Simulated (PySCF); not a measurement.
Homolysis of single bonds, series Si Br-H. Isolated molecules, 0 K electronic values unless said otherwise. Strings in code marks are SMILES.

The four lowest singlet excitations (Tamm–Dancoff). Method: PBE-D3(BJ)/def2-TZVP // B3LYP-D3(BJ)/def2-TZVP run with PySCF. Excitations are Tamm–Dancoff values on a coarser integration grid. The basis has no diffuse functions, so Rydberg states are missing or too high.

```tsv
state	energy (eV)	wavelength (nm)	oscillator strength
S1	5.87	211	0.011
S2	6.11	203	0.000
S3	6.16	201	0.060
S4	6.35	195	0.000
```

Task: Name which member gives these states.
(A) `Br[Si](Br)(Br)Br`
(B) `Br[SiH](Br)Br`
(C) `Br[SiH2]Br`

Result: C, `Br[SiH2]Br`
